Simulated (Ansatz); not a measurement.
C2H3O2 (SMILES [CH2]C(=O)O), doublet, geometry from GFN2-xTB; CASSCF(3,4)/STO-3G run with Ansatz (a first-principles code).

Input for Ansatz:
Ansatz 0.2 input:
```yaml
crystal:
  periodic: [false, false, false]
  atoms:
    - {symbol: C, position_ang: [0.04765939, 0.08243276, -0.05118241]}
    - {symbol: O, position_ang: [0.27214038, 1.15850639, -0.57845970]}
    - {symbol: O, position_ang: [-1.15674511, -0.20174152, 0.49367599]}
    - {symbol: H, position_ang: [-1.74941322, 0.55735887, 0.38773571]}
    - {symbol: C, position_ang: [0.98018779, -0.98897084, 0.06432854]}
    - {symbol: H, position_ang: [0.69019151, -1.90286014, 0.54732555]}
    - {symbol: H, position_ang: [1.96897649, -0.86938916, -0.33566831]}
basis:
  gaussian:
    orbitals: STO-3G
hamiltonian:
  xc: hf
correlation: {active_space: {window: {electrons: 3, orbitals: 4}}}
magnetization: {spin_polarized: false, initial_magnetization: 1}
```

Task: Predict the main parts of the log of this Ansatz run.

Result: 
```
Functional definition: HF
326 factors; integrals over basis functions are off by at most 5.2e-5 eV
mean field evaluation 1: about -6094.7199 eV, gradient 3.5e1 eV
mean field evaluation 2: about -6094.8761 eV, gradient 3.5e1 eV
mean field evaluation 4: about -6099.4979 eV, gradient 4.4e0 eV
mean field evaluation 8: about -6099.6906 eV, gradient 2.8e-1 eV
mean field evaluation 16: about -6098.0719 eV, gradient 1.3e-4 eV
mean field -6099.69097160 eV, -224.1595086874 hartree, gradient 2.7e-6 eV, S^2 0.750000; 2 other end points of the search recorded, 0 dependent functions left out
reference -6099.69097160 eV, -224.1595086874 hartree; 16, 15 occupied and 7, 8 virtual orbitals, 326 factors
state -6101.08628868 eV, -224.2107856440 hartree
Total energy: -6101.08628868 eV, -224.2107856440 hartree
```
